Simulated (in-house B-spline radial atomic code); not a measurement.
A calculation on neutral cobalt: its settings, and results tabulated from the run. Method: non-relativistic B3LYP, spherical fractional occupations, point nucleus, inside a hard spherical wall at 2.33 bohr. Calculated with a radial B-spline atomic code at the basis-set limit.

Command:
```bash
python run_scf.py task.json out
```
Settings:
```
Z                27
configuration    [Ar] 3d7 4s2
hamiltonian      nr
method           b3lyp
spin_polarised   False
wall_radius      2.33
```

Output (hartree, bohr):
```
 radial grid: 39 intervals, B-splines of order 8, outer radius 2.33 bohr

 iter        energy (Eh)    residual
    1       -1377.717607    3.44e-01
    2       -1378.122965    8.55e-02
    3       -1378.399267    1.95e-02
    4       -1378.400624    8.20e-03
    5       -1378.400898    1.43e-03
    6       -1378.400906    8.72e-06
    7       -1378.400906    1.02e-05
    8       -1378.400906    3.92e-07
    9       -1378.400906    8.67e-09

 total energy                     -1378.40091
 kinetic                            1394.9437
 electron-nucleus                  -3329.1406
 Hartree                             616.1095
 exact exchange                      -11.6175
 exchange-correlation                -48.6961

 orbital      occ     eigenvalue          <r>       <r^2>       <1/r>       <r^4>     <1/r^3>       r_max
 1s         2.000      -276.4027    0.0569101  0.00434181     26.5114 4.80962e-05           -     0.03751
 2s         2.000       -31.7867     0.258648   0.0788992     5.70919    0.010828           -       0.216
 2p         6.000       -27.4163     0.226329   0.0628527     5.66051  0.00800259     527.146      0.1732
 3s         2.000        -2.9026     0.793587    0.725738     1.77365    0.837821           -      0.6813
 3p         6.000        -1.5845     0.831921    0.808964     1.64114     1.07737     62.5803      0.6906
 3d         7.000         0.6348     0.924849     1.02001     1.35825     1.78237     6.19432      0.6891
 4s         2.000         1.7136       1.4248      2.2488    0.997698      6.3759           -       1.586
```

Run time, properties included: 0.05 s on 1 thread of Arm Neoverse V2 (shared host).

Caution: exact exchange at fractional occupations of open shells leaves self-interaction of up to several eV.
